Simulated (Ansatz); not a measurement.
CH₇NSi₂, relaxed with RKS PBE0-D4/def2-TZVP in Ansatz from a PBE-D4/def2-SVP geometry. The force threshold is 0.005 eV/Å; the program also tests the step.

Total charge 0; spin multiplicity 1. The bonds changed during the relaxation, so this is another structure than the one it started from.

Start:

```xyz
11

C     0.435    0.628   -1.331
Si    0.154    0.642    0.530
N     0.076   -1.018    1.181
Si   -1.154   -2.229    0.907
H     0.473    1.662   -1.730
H     1.387    0.120   -1.585
H    -0.394    0.092   -1.838
H     1.295    1.336    1.231
H     0.859   -1.299    1.784
H    -2.003   -1.291   -0.007
H    -1.127    1.358    0.858
```

(1) By how much does the energy fall, and how many steps does the optimiser take? (Estimate.)

(2) Which bonds change most? (Estimate.)

(3) Give the relaxed structure. (Best estimate.)

Answers

(1) The calculation gave: 5.70 kJ/mol, in 6 steps, 1 of them rejected.

(2) The calculation gave: Si2–N3 from 1.785 to 1.753 Å; N3–Si4 from 1.748 to 1.717 Å; Si4–H10 from 1.560 to 1.539 Å; C1–Si2 from 1.882 to 1.862 Å.

(3) Ansatz gave: 
```xyz
11

C     0.429    0.618   -1.318
Si    0.150    0.621    0.523
N     0.081   -1.007    1.169
Si   -1.141   -2.184    0.902
H     0.460    1.641   -1.703
H     1.372    0.128   -1.570
H    -0.381    0.090   -1.825
H     1.275    1.314    1.213
H     0.847   -1.284    1.767
H    -1.976   -1.263   -0.004
H    -1.116    1.326    0.846
```
